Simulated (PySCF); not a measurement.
A mixed set of molecules. Level of theory: TDDFT B3LYP/def2-SVPD, vertical, gas phase, core orbitals frozen in the response in PySCF. Geometries: GFN2-xTB; one conformer of each isolated species. Triplets are in the Tamm–Dancoff approximation.

Problem. Rank by computed lowest singlet excitation energy, highest first.
A. `CO[Si@@H]([SiH2]O)[SiH2]P`
B. `[SiH3]Nc1coccc1=S`
C. `O[Si@@H]([SiH3])OC[SiH2]P`
D. `[SiH3]O[SiH2]OC[SiH2]P`
E. `CCc1cc(Cl)sn1`
F. `O=CN[SiH]1C[SiH2]C1`
G. `[SiH3]O[SiH2]CO[SiH2]P`

Solution. D (6.31 eV), G (6.10 eV), C (5.86 eV), F (5.60 eV), E (5.38 eV), A (5.00 eV), B (2.66 eV).

```
                   SMILES  S1 (eV)  gap (eV)  LUMO (eV)  α (au)  T1 (eV)    S1 mainly
   [SiH3]O[SiH2]OC[SiH2]P     6.31      6.97      -0.27   123.7     5.62    H→L (63%)
   [SiH3]O[SiH2]CO[SiH2]P     6.10      6.88      -0.38   123.1     5.52    H→L (55%)
O[Si@@H]([SiH3])OC[SiH2]P     5.86      6.39      -0.62   130.8     5.58    H→L (94%)
      O=CN[SiH]1C[SiH2]C1     5.60      7.17      -0.34    96.5     5.13    H→L (50%)
            CCc1cc(Cl)sn1     5.38      5.86      -1.36    97.9     3.84  H-2→L (93%)
CO[Si@@H]([SiH2]O)[SiH2]P     5.00      5.90      -1.45   133.4     4.48    H→L (96%)
        [SiH3]Nc1coccc1=S     2.66      3.79      -2.30   126.7     2.20    H→L (99%)
```

H and L stand for HOMO and LUMO.

Mean S1 by what the SMILES shows (count): single bonds only 5.82 eV (4); an aromatic ring 4.02 eV (2).
